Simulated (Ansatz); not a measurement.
The same path of a periodic cell of 19 atoms, MgAl₁₈ (surface Al(110), adsorbate Mg) was run twice with different band settings. Lost on the way: Al10–Mg19. Made: Al7–Mg19.

Level of theory: DFT LDA, scalar-relativistic, plane waves, PAW in Ansatz 0.2.0. Settings: cutoff 420 eV, k mesh 2x3x1, fermi-dirac smearing 0.15 eV, no spin polarisation.

Relaxed end points:

```xyz
19
Lattice="12.1500 0.0000 0.0000 0.0000 5.7276 0.0000 0.0000 0.0000 13.8638" Properties=species:S:1:pos:R:3
Al 0.000 0.000 1.000
Al 4.050 0.000 1.000
Al 8.100 0.000 1.000
Al 0.000 2.864 1.000
Al 4.050 2.864 1.000
Al 8.100 2.864 1.000
Al 2.025 1.432 2.407
Al 6.098 1.432 2.361
Al 10.102 1.432 2.361
Al 2.025 4.292 2.116
Al 6.071 4.294 2.353
Al 10.129 4.294 2.353
Al -0.047 0.040 3.754
Al 4.097 0.040 3.754
Al 8.100 -0.011 3.748
Al -0.052 2.828 3.753
Al 4.102 2.828 3.753
Al 8.100 2.873 3.753
Mg 2.025 -1.437 4.986
```

```xyz
19
Lattice="12.1500 0.0000 0.0000 0.0000 5.7276 0.0000 0.0000 0.0000 13.8638" Properties=species:S:1:pos:R:3
Al 0.000 0.000 1.000
Al 4.050 0.000 1.000
Al 8.100 0.000 1.000
Al 0.000 2.864 1.000
Al 4.050 2.864 1.000
Al 8.100 2.864 1.000
Al 2.025 1.429 2.116
Al 6.071 1.430 2.353
Al 10.129 1.430 2.353
Al 2.025 4.296 2.407
Al 6.098 4.296 2.361
Al 10.102 4.296 2.361
Al -0.052 -0.035 3.753
Al 4.102 -0.035 3.753
Al 8.100 0.009 3.753
Al -0.047 2.904 3.754
Al 4.097 2.904 3.754
Al 8.100 2.853 3.748
Mg 2.025 1.427 4.986
```

Common settings: climbing image yes; force threshold 0.05 eV/Å; end points relaxed; atoms held 1 to 6.

| run | movable images | spring | optimiser | start path | iteration limit |
| --- | --- | --- | --- | --- | --- |
| 1 | 5 | 5.0 eV/Å² | quadratic models (default) | IDPP | 80 |
| 2 | 3 | 0.1 eV/Å² | fire | default | 50 |

(1) What does each run give, and how far can it be trusted?

## Answers

(1) Run 1: converged after 5 iterations, highest image 0.293 eV above the first end. By the program's own check the climbing image is a first-order saddle point (lowest curvatures found: -0.83 and 0.28 eV/Å²).
Run 2: converged after 25 iterations, highest image 0.293 eV above the first end. The order of the point at the top wasn't checked.
Limits of this set-up: coarse k mesh, thin slab, slab without dipole correction, a typed lattice constant that wasn't relaxed here.
